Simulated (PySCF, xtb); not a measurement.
CH11NSi3, SMILES C[SiH2]N[SiH2][SiH3].

GFN2-xTB (xtb) at its own geometry gives an orbital gap of 4.32 eV and a dipole moment of 0.71 D.

The structure is a stationary point at PBE0-D3(BJ)/def2-SVP. The structure was generated by enumeration, and PubChem lists no compound with its InChIKey, so it may never have been made. Other conformers were not sampled.

Question: What does PBE/def2-TZVP in PySCF give? (The exact figures need the calculation; the answer reports its results.)

Answer: gap 4.77 eV (levels -5.84 and -1.07 eV), dipole 0.95 D.
